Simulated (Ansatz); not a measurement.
Species: NbO, charge 0, multiplicity 4. The spin state was set by rule; other spins were not relaxed. SMILES: [O]=[Nb]
Geometry: optimised at B3LYP-D3(BJ)/def2-TZVP (Ansatz, a first-principles code).

Property: vertical ionisation energy (to the triplet state of charge +1; each state is the SCF solution reached for its spin; the UHF <S^2> is 2.16 for the triplet (pure: 2.00)), in eV. Cores are frozen in the correlated levels unless marked. Open shells are spin-unrestricted. Spin-orbit coupling is left out. Frozen are the shells of the preceding noble gas and the d and f shells that filled before the atom's block. In def2 rows, elements after Kr have scalar-relativistic effective core potentials. CBS marks a two-point X^-3 extrapolation of the correlation energy; Hartree-Fock from the larger set.

| level | program | vertical ionisation energy (eV) |
|---|---|---|
| r2SCAN/def2-TZVPD | Ansatz | 7.59 |
| B3LYP/def2-TZVPD | Ansatz | 7.44 |
| BHLYP/def2-TZVPD | Ansatz | (withheld) |
| wB97M-V/def2-TZVPD | Ansatz | (withheld) |
| CCSD/def2-SVPD | Ansatz | 6.98 |
| CCSD/def2-TZVPPD | Ansatz | (withheld) |
| CCSD(T)/CBS(def2-TZVPPD,def2-QZVPPD) | Ansatz | 7.07 |

### Question
Complete the blanks.

### Answer

- BHLYP/def2-TZVPD, vertical ionisation energy (eV): 7.20
- wB97M-V/def2-TZVPD, vertical ionisation energy (eV): 7.11
- CCSD/def2-TZVPPD, vertical ionisation energy (eV): 7.03
